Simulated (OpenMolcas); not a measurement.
**Ag3+ in a ligand field**

Ag3+ with 6 ligands (oxide) in octahedral coordination (Oh) at 2.13 Å. A charge of +1.5 e stands 2.6 Å behind each ligand. Ligand basis ANO-RCC-VDZP.

| Quantity | Value |
| --- | --- |
| Program | OpenMolcas |
| Method | CASSCF |
| Basis | ANO-RCC-VTZP [7s6p4d2f1g] |
| Scalar Hamiltonian | DKH2, point nucleus |
| Active space | 8 electrons in 5 orbitals (4d) |
| State averaging | 2S+1 = 3 even, 10 roots; 2S+1 = 1 even, 15 roots |
| Spin-orbit coupling | RASSI with atomic mean-field integrals over the reference wave functions |

The lowest spin-free states (labels of O, the rotations of Oh), above the lowest:

```tsv
State	Degeneracy	E (cm-1)
3A2	1	0.0
1E	2	10499
3T2	3	13388
1A1	1	18715
3T1	3	20399
1T2	3	24214
1T1	3	28071
3T1	3	32724
1T2	3	41967
1E	2	42369
1A1	1	59591
```

The lowest levels with spin-orbit coupling:

| E (cm-1) | Degeneracy | 2S+1 |
| --- | --- | --- |
| 0.0 | 3 | 3 |
| 9768 | 2 | 1 (78 %) |
| 13041 | 3 | 3 |
| 13399 | 2 | 3 (83 %) |
| 14190 | 3 | 3 |
| 14710 | 1 | 3 |
| 17311 | 1 | 1 (56 %) |
| 20526 | 3 | 3 |
| 21367 | 3 | 3 |
| 21522 | 1 | 3 (57 %) |
| 21972 | 2 | 3 |
| 24259 | 3 | 1 |
| 28627 | 3 | 1 |
| 33077 | 1 | 3 |
| 33379 | 3 | 3 |
| 33455 | 2 | 3 |
| 33784 | 3 | 3 |
| 42727 | 3 | 1 |
| 43096 | 2 | 1 |
| 60509 | 1 | 1 |

Powder χT (cm3 K/mol): 1.31 at 2 K, 1.31 at 10 K, 1.32 at 50 K, 1.32 at 100 K, 1.33 at 200 K, 1.34 at 300 K. The effective moment at 300 K is 2.828 √(χT) = 3.27 μB.

The lowest level has 2S+1 = 3, for which the spin-only value is χT = S(S+1) / 2 = 1.000 cm3 K/mol (g = 2). The computed 1.338 at 300 K differs by +0.338, through orbital momentum, spin-orbit coupling and any other state in reach.

Metal share of the active 4d orbitals (Löwdin): 73, 73, 90, 90, 90 %; Mulliken charge of the metal 1.79.

Without dynamic correlation the repulsion within the d shell is too large (B by tens of per cent), so at a given field states of lower spin stand too high. Real 4d8 and 5d8 ions are as a rule square planar and diamagnetic. The least metal-like active orbital is 73 % on the metal (Löwdin) and no ligand orbital is active, so the numbers are rough. The oxide ions are held by bare point charges, a crude embedding. With metal d orbitals alone the field can be off either way by tens of per cent. Ligand-to-metal charge-transfer states are missing. With no ligand orbital active B as a rule stays too high, so bands that hang on it stand too high and its fall with covalency is understated. No measured value stands beside these numbers; the geometry is a model, was not optimised and need not be the one that this ion takes.

The RASSCF and RASSI steps took 38 s on 1 thread of Arm Neoverse V1 (shared host); the integral step is not counted.
